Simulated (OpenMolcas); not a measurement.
## Multiconfigurational calculation on Ca+

Input:

```
&GATEWAY
Coord
1

Ca 0.0 0.0 0.0
Basis=ANO-R1
Group=XYZ
NoMove
AngMom=0.0 0.0 0.0
AMFI
&SEWARD
* reference wave functions (RASSCF and RASSI steps not shown): 1 electron in 9 orbitals (3d 4s 4p)
>>> COPY JOB001 $Project.JobIph
&CASPT2
Multistate=6 1 2 3 4 5 6
Frozen=2 3
IPEA=0.15
Sig1=0.15
MaxIter=60
WThr=0.0 0.3 0.05
PrWF=0.5
NoMix
>>> COPY JOB002 $Project.JobIph
&CASPT2
Multistate=3 1 2 3
Frozen=2 3
IPEA=0.15
Sig1=0.15
MaxIter=60
WThr=0.0 0.3 0.05
PrWF=0.5
NoMix
```

Launched by
```bash
OMP_NUM_THREADS=1 MOLCAS_MEM=2252 MOLCAS_PROJECT=a pymolcas a.inp > a.log  # once for each step of the input, in one work folder
```

Output, cut to the results:

```
--- CASPT2 ---
Orbital specifications:
      -----------------------

      Symmetry species                           1   2
                                                ag  au
      Frozen orbitals                            2   3
      Inactive orbitals                          1   3
      Active orbitals                            6   3
      Secondary orbitals                         0   0
      Deleted orbitals                           0   0
      Number of basis functions                  9   9
Type of calculation                        MS-CASPT2
      Fock operator                              state-specific
      IPEA shift                                 0.15
      Real shift                                 0.00
      Imaginary shift                            0.00
      Sigma^1 regularizer                        0.15
      The input orbitals will be transformed to quasi-canonical
Reference energy:        -679.4338427869
      E2 (Non-variational):      -0.1442390637
      Shift correction:          -0.0000001180
      E2 (Variational):          -0.1442391817
      Total energy:            -679.5780819685
      Residual norm:              0.0000001380
      Reference weight:           0.95960
      Contributions to the CASPT2 correlation energy
      Active & Virtual Only:          0.0000000000
      One Inactive Excited:          -0.0127498521
      Two Inactive Excited:          -0.1314892115
Reference energy:        -679.0916561128
      E2 (Non-variational):      -0.1110899556
      Shift correction:          -0.0000003550
      E2 (Variational):          -0.1110903106
      Total energy:            -679.2027464234
      Residual norm:              0.0000001123
      Reference weight:           0.96990
      Contributions to the CASPT2 correlation energy
      Active & Virtual Only:          0.0000000000
      One Inactive Excited:          -0.0042935078
      Two Inactive Excited:          -0.1067964478
::    CASPT2 Root  1     Total energy:   -679.57808197
::    CASPT2 Root  2     Total energy:   -679.20274642
::    CASPT2 Root  3     Total energy:   -679.20266825
::    CASPT2 Root  4     Total energy:   -679.20276815
::    CASPT2 Root  5     Total energy:   -679.20252058
::    CASPT2 Root  6     Total energy:   -679.20274377
::    MS-CASPT2 Root  1     Total energy:   -679.57808197
::    MS-CASPT2 Root  2     Total energy:   -679.20277726
::    MS-CASPT2 Root  3     Total energy:   -679.20274780
::    MS-CASPT2 Root  4     Total energy:   -679.20273590
::    MS-CASPT2 Root  5     Total energy:   -679.20266607
::    MS-CASPT2 Root  6     Total energy:   -679.20252014
--- CASPT2 ---
Orbital specifications:
      -----------------------

      Symmetry species                           1   2
                                                ag  au
      Frozen orbitals                            2   3
      Inactive orbitals                          1   3
      Active orbitals                            6   3
      Secondary orbitals                         0   0
      Deleted orbitals                           0   0
      Number of basis functions                  9   9
Type of calculation                        MS-CASPT2
      Fock operator                              state-specific
      IPEA shift                                 0.15
      Real shift                                 0.00
      Imaginary shift                            0.00
      Sigma^1 regularizer                        0.15
      The input orbitals will be transformed to quasi-canonical
Reference energy:        -679.3350481366
      E2 (Non-variational):      -0.1343049590
      Shift correction:          -0.0000000396
      E2 (Variational):          -0.1343049986
      Total energy:            -679.4693531352
      Residual norm:              0.0000003119
      Reference weight:           0.96465
      Contributions to the CASPT2 correlation energy
      Active & Virtual Only:          0.0000000000
      One Inactive Excited:          -0.0023569210
      Two Inactive Excited:          -0.1319480380
Reference energy:        -679.3350481366
      E2 (Non-variational):      -0.1343049590
      Shift correction:          -0.0000000396
      E2 (Variational):          -0.1343049986
      Total energy:            -679.4693531352
      Residual norm:              0.0000003119
      Reference weight:           0.96465
      Contributions to the CASPT2 correlation energy
      Active & Virtual Only:          0.0000000000
      One Inactive Excited:          -0.0023569210
      Two Inactive Excited:          -0.1319480380
::    CASPT2 Root  1     Total energy:   -679.46935314
::    CASPT2 Root  2     Total energy:   -679.46935314
::    CASPT2 Root  3     Total energy:   -679.46935314
::    MS-CASPT2 Root  1     Total energy:   -679.46935314
::    MS-CASPT2 Root  2     Total energy:   -679.46935314
::    MS-CASPT2 Root  3     Total energy:   -679.46935314
```

Levels above the lowest, from the spin-orbit matrix with the single-state CASPT2 energies, averaged by term, on its diagonal:

```json
{"Configuration": "4s", "Term": "²S", "J": "1/2", "E (eV)": "0.0000", "Measured (eV)": "0.0000", "g": "2.002", "Term weight %": "100"}
{"Configuration": "4p", "Term": "²P°", "J": "1/2", "E (eV)": "2.948", "Measured (eV)": "3.1234", "g": "0.666", "Term weight %": "100"}
{"Configuration": "4p", "Term": "²P°", "J": "3/2", "E (eV)": "2.964", "Measured (eV)": "3.1510", "g": "1.334", "Term weight %": "100"}
{"Configuration": "3d", "Term": "²D", "J": "3/2", "E (eV)": "10.205", "Measured (eV)": "1.6924", "g": "0.800", "Term weight %": "100"}
{"Configuration": "3d", "Term": "²D", "J": "5/2", "E (eV)": "10.221", "Measured (eV)": "1.6999", "g": "1.200", "Term weight %": "100"}
```

Against the 4 measured excited levels shown (NIST Handbook of Basic Atomic Spectroscopic Data) the mean absolute deviation is 35000 cm-1; the largest miss in energy is 3d ²D_5/2: computed 10.221, measured 1.6999 eV (+501.3 %).

CASPT2 breaks the degeneracy within a term, and the mean is taken; among the terms shown or strongly mixed into the levels shown the widest spread is 54 cm-1 (3d ²D). ANO sets are built for ground and valence states and can reach diffuse excited orbitals poorly. With one active electron, CASPT2 adds the correlation within the correlated inactive shells and between them and that electron, and leaves the splitting within a term as the reference gives it. The ANO-R sets hold no well-fitted valence p shell for this element, so s → p excitations can come out far too high. Computed and measured levels are paired by configuration, term and J; levels that our copy of the source lacks, or whose pairing is in doubt (as where it misses far off the trend of its configuration), stay unpaired and out of the deviations. Only configurations of the active space appear.

The CASPT2 steps took 1.1 s on 1 thread of Intel(R) Xeon(R) 6975P-C (Granite Rapids), on a shared host; the integral step is not counted.

The term weight is that of the spin-free term in the level, not the purity of its configuration. ° marks odd parity.
